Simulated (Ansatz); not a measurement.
**Relaxing a trial structure of B2ClGaH4Si**

The starting geometry of this gas-phase singlet was optimised with GFN2-xTB.

```xyz
9

B    -0.7443    0.6544   -0.6006
B    -1.7795   -0.4698   -0.1450
Cl    1.0880   -0.7784    1.9278
Ga    1.5337   -1.9706   -0.0376
Si   -1.0185   -1.8844    0.9450
H    -1.5843   -1.9792    2.3239
H    -2.8589   -0.6966   -0.5483
H    -0.7425    1.7889   -0.2981
H     0.2145    0.3258   -1.2435
```

Problem. Predict what becomes of its bonds when it is optimised with PBE-D3(BJ)/def2-SVP.

Solution. It rearranges, giving a structure with H9 bridging Si5 and B1, given below by its coordinates. Distances that change by over a tenth: B1–H9 (1.20 → 1.33 Å). Contacts that open: Cl3–Ga4 (2.34 → 3.02 Å). Contacts that close: B1–Si5 (2.98 → 2.07 Å), B2–Ga4 (3.64 → 2.29 Å), Cl3–Si5 (2.57 → 2.17 Å), Si5–H9 (3.35 → 1.71 Å).

The energy falls by 1.05 eV over 42 steps:

```json
{"step": "1", "E − E(last) (eV)": "1.050"}
{"step": "6", "E − E(last) (eV)": "0.537"}
{"step": "10", "E − E(last) (eV)": "0.452"}
{"step": "15", "E − E(last) (eV)": "0.334"}
{"step": "19", "E − E(last) (eV)": "0.292"}
{"step": "24", "E − E(last) (eV)": "0.287"}
{"step": "28", "E − E(last) (eV)": "0.263"}
{"step": "33", "E − E(last) (eV)": "0.101"}
{"step": "37", "E − E(last) (eV)": "0.001"}
{"step": "42", "E − E(last) (eV)": "0.000"}
```

Final geometry (Å):

```xyz
9

B    -0.8839    0.5352   -0.2510
B    -1.4268   -0.9465   -0.5425
Cl    1.2714   -1.6432    1.6094
Ga    0.3874   -2.1557   -1.2323
Si   -0.7348   -0.9128    1.2231
H    -1.2564   -0.7274    2.6205
H    -2.1720   -1.5146   -1.3128
H    -0.8679    1.6702   -0.6792
H    -0.2089    0.6848    0.8883
```

Frequencies at the end are all real (lowest 68 cm⁻¹). Run with Ansatz 0.2.0, 85 s on 2 threads of Intel(R) Xeon(R) Platinum 8259CL CPU @ 2.50GHz (Skylake/Cascade Lake), on a shared host.
